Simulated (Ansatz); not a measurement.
Reaction (redistribution): `N[Si](O)(F)Cl` + `[SiH3][O][Hf]([Cl])([Cl])[Cl]` → `O[Si](F)(Cl)O[SiH3]` + `[NH2][Hf]([Cl])([Cl])[Cl]`

Computed with Ansatz on PBE0-D4/def2-TZVP structures; ΔE is electronic, products minus reactants. CCSD(T)/CBS is the MP2 limit (def2-TZVPP, def2-QZVPP) plus CCSD(T) − MP2 in def2-TZVPP, frozen cores. Functionals use def2-TZVPP. B3LYP here is the variant with VWN-RPA as its local correlation; programs differ in this. def2 core potentials past Kr. For Hf outer-core shells are correlated without core-valence functions, which leaves a few kJ/mol of doubt a bond. One conformer a species, not always the lowest.

```tsv
level	ΔE (kJ/mol)	difference from CCSD(T)/CBS
PBE-D4	38.4	2.6
r2SCAN-D4	36.4	0.6
PBE0-D4	36.7	0.9
B3LYP-D4	35.3	-0.5
ωB97X-V	37.9	2.1
ωB97M-V	36.8	1.0
B2PLYP	38.7	2.9
PBE	39.8	4.0
r2SCAN	36.6	0.8
PBE0	37.9	2.1
B3LYP	37.5	1.7
HF/def2-TZVPP	34.2	-1.6
MP2/def2-TZVPP	39.7	3.9
SCS-MP2/def2-TZVPP	38.9	3.1
CCSD/def2-TZVPP	37.3	1.5
CCSD(T)/def2-TZVPP	38.3	2.5
HF/def2-QZVPP	33.8	-2.0
MP2/def2-QZVPP	38.1	2.3
SCS-MP2/def2-QZVPP	37.3	1.5
HF/CBS(def2)	33.8	-2.0
MP2/CBS(def2)	37.1	1.3
CCSD/CBS(def2)	34.8	-1.0
CCSD(T)/CBS	35.8	0
```

Largest T1 diagnostic among the species: 0.014.

In def2-TZVPP, CCSD(T) changes the Hartree–Fock value by +4.1 kJ/mol (the triples alone add +1.0 kJ/mol) and MP2 by +5.5 kJ/mol.
